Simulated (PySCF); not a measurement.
## Excitation energy of Co²⁺ by level of theory

Co²⁺ [Ar] 3d7 (4F) → Co²⁺ [Ar] 3d6 4s1 (6D), as a difference of total energies. All numbers are calculated (PySCF 2.14, no relativity, point nucleus, in dyall-av2z). Correlated levels: valence: [Ar] frozen; virtual orbitals above 40 to 60 times the deepest correlated orbital energy dropped. The calculations carry no spin-orbit coupling.

```json
{"method": "UHF", "excitation energy (eV)": "4.982"}
{"method": "MP2 (valence)", "excitation energy (eV)": "6.172"}
{"method": "SCS-MP2 (valence)", "excitation energy (eV)": "6.442"}
{"method": "CCSD (valence)", "excitation energy (eV)": "6.020"}
{"method": "CCSD(T) (valence)", "excitation energy (eV)": "6.054"}
```

Problem. How much does correlation contribute at CCSD(T) (valence)?

Solution. 6.054 − (4.982) = 1.072 eV, measured against UHF.

A first-order spin-orbit estimate (lowest level to lowest level, LS coupling) adds 0.027 eV.
